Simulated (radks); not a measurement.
Values are calculated unless marked as measured or tabulated.
Coulomb parameter of the 3d shell of the nickel ion Ni3+ in the model configuration [Ar] 3d6 4s1, as a second difference U = [E(n + 0.25) + E(n - 0.25) - 2 E(n)] / (0.25)^2 with all orbitals relaxed. "Bare": the charge of the atom changes with n. "Screened": the 4s shell takes up the change at fixed total charge, which measures U(3d,3d) + U(4s,4s) - 2 U(3d,4s). Code: a radial shooting solver on a logarithmic mesh with Libxc functionals. Model: scalar-relativistic Kohn-Sham, r2SCAN, spin-unpolarised, spherical densities, finite nucleus; meta-GGA in the generalised Kohn-Sham scheme; Fermi nuclear charge, rms radius 3.7757 fm.

\begin{tabular}{lrr}
case & configuration & E - E(n) (eV) \\ \hline
start & [Ar] 3d6 4s1 & 0.000 \\
bare +0.25 & [Ar] 3d6.25 4s1 & -13.162 \\
bare -0.25 & [Ar] 3d5.75 4s1 & 14.494 \\
screened +0.25 & [Ar] 3d6.25 4s0.75 & -4.688 \\
screened -0.25 & [Ar] 3d5.75 4s1.25 & 4.993 \\
\end{tabular}

U(bare) = 21.311 eV, U(screened by 4s) = 4.883 eV, against the Slater integral F0(3d,3d) = 29.408 eV with frozen orbitals.
